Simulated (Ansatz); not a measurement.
This geometry of a periodic cell of 15 atoms, MoW14 (host W, host structure bcc, dopant Mo, one W atom removed) is a first-order saddle point.

The calculation used DFT PBE, scalar-relativistic, plane waves, PAW (Ansatz 0.2.0). Settings: PAW set soft_1, cutoff 420 eV, k mesh 3x3x3, gaussian smearing 0.1 eV, no spin polarisation.

```xyz
15
Lattice="6.3200 0.0000 0.0000 0.0000 6.3200 0.0000 0.0000 0.0000 6.3200" Properties=species:S:1:pos:R:3
W 0.009 0.000 -0.001
W 3.186 -0.075 -0.026
W -0.065 3.177 -0.026
W 0.026 0.016 3.134
Mo 2.172 2.163 0.988
W 3.161 -0.001 3.151
W 4.763 1.548 1.603
W 0.009 3.151 3.151
W 1.558 4.753 1.604
W 1.558 1.548 4.718
W 3.186 3.176 3.224
W 4.703 4.693 1.571
W 4.702 1.581 4.779
W 1.590 4.692 4.779
W 4.735 4.725 4.746
```

(1) Which two structures does it join? (They come from a converged band through this point; their orientation in space is the band's.)

(2) How far does it lie above each of them?

## Answers

(1) The atom that moves furthest is Mo5, by 2.69 Å; four of its nearest neighbours are W3 2.72, W11 2.72, W2 2.72, W8 2.74 Å at the first end and W7 2.73, W10 2.73, W9 2.73, W13 2.74 Å at the last.

First end point:

```xyz
15
Lattice="6.3200 0.0000 0.0000 0.0000 6.3200 0.0000 0.0000 0.0000 6.3200" Properties=species:S:1:pos:R:3
W 0.002 -0.012 0.000
W 3.158 -0.012 0.003
W 0.002 3.144 0.003
W 0.004 -0.010 3.157
Mo 1.596 1.582 1.565
W 3.160 -0.012 3.159
W 4.727 1.579 1.567
W 0.002 3.146 3.159
W 1.594 4.713 1.566
W 1.594 1.580 4.753
W 3.158 3.143 3.158
W 4.723 4.708 1.564
W 4.722 1.584 4.759
W 1.598 4.708 4.759
W 4.728 4.713 4.753
```

Last end point:

Only the atoms that move by more than 0.05 Å are listed.
```
Mo5 3.145 3.145 0.015
```

(2) 1.34 eV above the first and 1.34 eV above the second. This is the barrier of this one path; another mechanism may lie lower. Limits of this set-up: coarse k mesh, a small cell, in which the defect meets its images, a typed lattice constant that wasn't relaxed here.

Time of the run: 18 min on 4 threads of Arm Neoverse V1, on a shared host, peak memory 2.9 GiB.
